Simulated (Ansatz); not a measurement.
Correlation energies of CH₄N₂Sn by basis set

Cartesian coordinates in Å:
```
N 0.582 -1.833 -1.506
C 0.178 -0.831 -0.978
N -0.067 0.215 -0.383
Sn 0.367 0.706 1.960
H 0.042 -2.687 -1.540
H -0.553 0.959 -0.867
H 0.805 2.312 1.338
H -1.354 1.157 1.976
```

Charge 0, multiplicity 1. Correlated methods include outer-core shells of Sn, which these sets cover unevenly. Sn: def2 effective core potential. The bonds changed during the relaxation, so this is another structure than the one it started from. The structure was optimised at the PBE0-D4/def2-TZVP level. It is one conformer, not always the lowest. Frozen core, restricted reference, Ansatz 0.2.0.

| basis | HF (Eh) | MP2 corr. | CCSD corr. | (T) | CCSD(T) total |
| --- | --- | --- | --- | --- | --- |
| def2-SVP | -362.27174 | -0.55720 | -0.59080 | -0.02289 | -362.88543 |
| def2-TZVPP | -362.45544 | -0.87757 | -0.88846 | -0.03763 | -363.38153 |
| def2-QZVPP | -362.46352 | -1.12778 | – | – | – |
